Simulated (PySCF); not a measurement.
# The third ionisation energy along the lanthanides

Calculated with PySCF 2.14 from differences of total energies of unrestricted determinants, without spin-orbit coupling. Values in eV. The last column holds reference values (NIST; (s) semi-empirical, (t) theoretical, else measured). Unmarked ones compare directly (S terms, centres of terms, or small fine structure); those marked * lie between the lowest fine-structure levels and include a spin-orbit shift.

| element | configurations | LDA | PBE | PBE0 | MP2 (valence) | SCS-MP2 (valence) | SCS-MP2 (valence and next inner shell) | reference |
| --- | --- | --- | --- | --- | --- | --- | --- | --- |
| La (x2c-TZVPPall with one added diffuse shell each of s, p, d type, spin-free X2C) | [Xe] 5d1 → [Xe] | 19.266 | 19.270 | 19.196 | 18.628 | 18.583 | 18.519 | 19.177 * |
| Pr (x2c-TZVPPall with one added diffuse shell each of s, p, d, f type, spin-free X2C) | [Xe] 4f3 → [Xe] 4f2 | 22.830 | 22.623 | 22.084 | 20.734 | 20.372 | 20.562 | 21.624 * |
| Pm (x2c-TZVPPall with one added diffuse shell each of s, p, d, f type, spin-free X2C) | [Xe] 4f5 → [Xe] 4f4 | 24.279 | 23.801 | 23.163 | 22.108 | 21.354 | 21.758 | 22.44 ± 0.08 (s) * |
| Sm (x2c-TZVPPall with one added diffuse shell each of s, p, d, f type, spin-free X2C) | [Xe] 4f6 → [Xe] 4f5 | 25.285 | 24.806 | 24.202 | 23.522 | 22.603 | 22.991 | 23.55 ± 0.08 (s) * |
| Tb (x2c-TZVPPall with one added diffuse shell each of s, p, d, f type, spin-free X2C) | [Xe] 4f9 → [Xe] 4f8 | 23.473 | 23.228 | 22.075 | 21.246 | 21.032 | 21.289 | 21.82 ± 0.03 (s) * |
| Dy (x2c-TZVPPall with one added diffuse shell each of s, p, d, f type, spin-free X2C) | [Xe] 4f10 → [Xe] 4f9 | 24.444 | 24.164 | 23.057 | 22.776 | 22.454 | 22.714 | 22.89 ± 0.03 (s) * |
| Ho (x2c-TZVPPall with one added diffuse shell each of s, p, d, f type, spin-free X2C) | [Xe] 4f11 → [Xe] 4f10 | 24.792 | 24.309 | 23.168 | 23.291 | 22.817 | 23.144 | 22.79 ± 0.03 (s) * |
| Lu (x2c-TZVPPall with one added diffuse shell each of s, p, d type, spin-free X2C) | [Xe] 4f14 6s1 → [Xe] 4f14 | 21.470 | 21.231 | 20.974 | 20.928 | 20.751 | 20.793 | 20.959 |

For Pr, Pm, Sm, Tb, Dy, Ho a determinant mixes LS terms or the coupling is close to jj, so these rows are model values.

"Valence" correlates the outer s and p shells and, in groups 3 to 12 and the f block, the outer d or f shell, open or full, or the next shell where the ion has no valence electron left; the wider scheme adds the next inner shell.
